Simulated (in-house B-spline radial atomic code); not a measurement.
Configurations of the scandium ion Sc⁺, with energies counted from [Ar] 3d1 4s1. Level of theory: non-relativistic TPSS, spin-polarised, spherical fractional occupations, point nucleus; calculated with an all-electron radial atomic-structure program (B-spline basis). Shells without spins written out take the highest spin.

Occupations are held fixed; configurations that lie above the ionisation limit could autoionise.

```tsv
configuration	E - E(ref) (eV)	highest orbital	its <r> (bohr)
[Ar] 3d(0 up, 1 down) 4s(1 up, 0 down)	0.32765	4s up	3.427
[Ar] 3d1 5s1	6.7973	5s up	7.097
[Ar] 3d(1 up, 0 down) 4d(1 up, 0 down)	7.3063	4d up	6.224
[Ar] 4s(0 up, 1 down) 4d(1 up, 0 down)	10.515	4d up	5.602
[Ar] 4s(0 up, 1 down) 5p(1 up, 0 down)	11.24	5p up	7.888
[Ar] 4s1 4f1	12.744	4f up	8.314
[Ar] 4s1 5d1	12.792	5d up	10.52
```

Task: Order these further configurations by energy, lowest first.
A. [Ar] 4s2
B. [Ar] 3d1 5f1
C. [Ar] 4s1 5p1
D. [Ar] 3d1 5d1
E. [Ar] 3d(1 up, 0 down) 4p(1 up, 0 down)

Result: A (2.2758 eV), E (3.4338 eV), D (9.4731 eV), B (10.398 eV), C (11.192 eV).

Task: How far above the reference does [Ne] 3s2 3p5 3d1 4s1 5f1 lie?

Result: 44.765 eV; its least bound orbital is 5f up with <r> = 13.95 bohr.

Task: How far above the reference does [Ne] 3s2 3p5 3d1 4s1 5s1 lie?

Result: 40.879 eV; its least bound orbital is 5s up with <r> = 6.666 bohr.
